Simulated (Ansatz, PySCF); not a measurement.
C3H6OSi, SMILES [SiH3][C@H]1OC=C1.

Geometry optimised at PBE-D3(BJ)/def2-SVP. The structure was generated by enumeration; whether it is a known compound was not checked.

Vertical ionisation energy (IE) and electron affinity (EA) in eV. Rows of orbital energies are one-electron estimates. Where ΔSCF, EOM or ADC give a negative EA the extra electron is unbound and the value depends on the basis.

| level | IE | EA |
|---|---|---|
| −ε(HOMO), −ε(LUMO), HF/def2-TZVP (PySCF) | 9.32 | -3.39 |
| −ε(HOMO), −ε(LUMO), PBE/def2-TZVP (PySCF) | 5.54 | 0.78 |
| ΔSCF, CAM-B3LYP/def2-TZVPD (Ansatz), final states of multiplicity 2 and 2 | 8.96 | -1.33 |
| ΔSCF, PBE/def2-TZVPD (Ansatz), final states of multiplicity 2 and 2 | 8.84 | -1.02 |

Task: What vertical singlet–triplet gap does ΔSCF give with CAM-B3LYP/def2-TZVPD (Ansatz, a first-principles code) and with PBE/def2-TZVPD (Ansatz)? (The exact figures need the calculation; the answer reports its results.)

Result: 3.86 and 3.94 eV (triplet above singlet where positive).
